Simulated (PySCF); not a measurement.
## Molecular orbitals of LiAs⁺

PBE0 at R = 2.742 Å; Li pcseg-2, As pcseg-2; no relativity (PySCF 2.14). State: ⁴Σ⁻ (quartet), unpaired electrons σ ↑, π ↑↑. Only the outer orbitals are listed, counted within each symmetry.

| spin | orbital | occ. | ε (eV) | on Li (%) | main shells (%) |
| --- | --- | --- | --- | --- | --- |
| α | 8σ | 1 | -22.19 | 0 | 99 As s |
| α | 9σ | 1 | -13.02 | 12 | 87 As p |
| α | 4π | 1 | -12.27 | 1 | 98 As p |
| α | 4π | 1 | -12.27 | 1 | 98 As p |
| α | 10σ | 0 | -5.92 | 98 | 95 Li s |
| α | 5π | 0 | -4.55 | 94 | 94 Li p |
| α | 5π | 0 | -4.55 | 94 | 94 Li p |
| β | 8σ | 1 | -18.86 | 2 | 98 As s |
| β | 9σ | 0 | -8.65 | 19 | 79 As p, 12 Li s |
| β | 4π | 0 | -7.72 | 4 | 96 As p |
| β | 4π | 0 | -7.72 | 4 | 96 As p |

Which are the highest filled and the lowest empty level, where do they sit, and how wide is the gap?

Highest filled α 4π at -12.27 eV (in %: 98 As p); lowest empty β 9σ at -8.65 eV (in %: 79 As p, 12 Li s); the gap at PBE0 is 3.62 eV.

| Property | Result |
| --- | --- |
| bond order (Mayer) | 0.30 |
| ⟨S²⟩ | 3.751 |
| charge on Li (Mulliken, basis-dependent) | 0.83 |
| charge on Li (Löwdin, basis-dependent) | 0.59 |
| dipole moment (positive dipole points towards As; it is taken about the centre of mass and depends on that origin) | -9.36 D |
| polarisability along the bond | 33.8 bohr³ |
| polarisability across the bond | 24.7 bohr³ |

Spin–orbit coupling is left out. The state is the lowest determinant that a PBE0 search found; another state may lie lower at other levels.
